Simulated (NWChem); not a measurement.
Species: BeGeNH₅; SMILES [NH2][Be][GeH3]

```xyz
8

Be     0.0027    -1.3405    -0.0038
N     -0.0003    -2.8393     0.0001
H      0.8266    -3.4253     0.0031
H     -0.8289    -3.4227     0.0029
Ge     0.0003     0.8632    -0.0005
H     -1.3531     1.4726     0.4646
H      1.0632     1.4859     0.9483
H      0.2732     1.5045    -1.3897
```
Atoms are numbered in this order, from 1.

Computed with NWChem. Structure relaxed at the B3LYP/6-31G* (spherical d) level. Total energies of different functionals are on different scales.

| level | energy (Ha) | highest occupied level (eV) | orbital gap (eV) | dipole (D) | relative time |
|---|---|---|---|---|---|
| B3LYP/def2-TZVP | -2149.6267 | -7.37 | 6.51 | 2.60 | 1 |
| PBE/def2-TZVP | -2149.1376 | -6.24 | 4.79 | 2.56 | 2 |
| LDA (Slater exchange, VWN5)/def2-TZVP | -2145.7175 | -6.42 | 4.78 | 2.57 | 1 |
| BLYP/def2-TZVP | -2149.5871 | -6.11 | 4.79 | 2.64 | 2 |
| MPW1K/def2-TZVP | -2149.6847 | -8.63 | 8.52 | 2.50 | 1 |
| PW91/def2-TZVP | -2149.6757 | -6.29 | 4.79 | 2.57 | 1 |
| CAM-B3LYP/def2-TZVP | -2149.6456 | -9.07 | 9.39 | 2.59 | 4 |
| OLYP/def2-TZVP | -2150.1205 | -6.04 | 4.88 | 2.54 | 2 |
| LC-wPBE (HJS exchange hole, range parameter 0.4 per bohr)/def2-TZVP | -2149.2464 | -10.47 | 11.77 | 2.53 | 6 |

The last column is a rough cost ratio, cheapest run = 1.
